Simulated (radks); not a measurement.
Coherent X-ray form factor from a spherical all-electron density. All-electron calculation, Dirac Kohn-Sham, PBE, spin-unpolarised, spherical densities, point nucleus. Program: a radial shooting solver on a logarithmic mesh with Libxc functionals.

sin(theta)/lambda (1/angstrom),f0 (electrons)
0.05,51.915
0.1,49.161
0.15,45.737
0.2,42.375
0.25,39.355
0.3,36.679
0.4,32.064
0.5,28.140
0.6,24.863
0.8,20.205
1,17.289
1.25,14.563
1.5,12.117
2,8.246

The species is in the configuration that NIST lists as its ground one. Which atom or ion scatters so?

Answer. Neutral iodine, [Kr] 4d10 5s2 5p5. Extrapolating in s^2 from the first two rows gives f0(0) = 52.8, near the electron count 53; among species with that count, the fall with angle is slower the higher Z, and the table is that of Z = 53; from so few rows the species is fixed only to a neighbour or two.
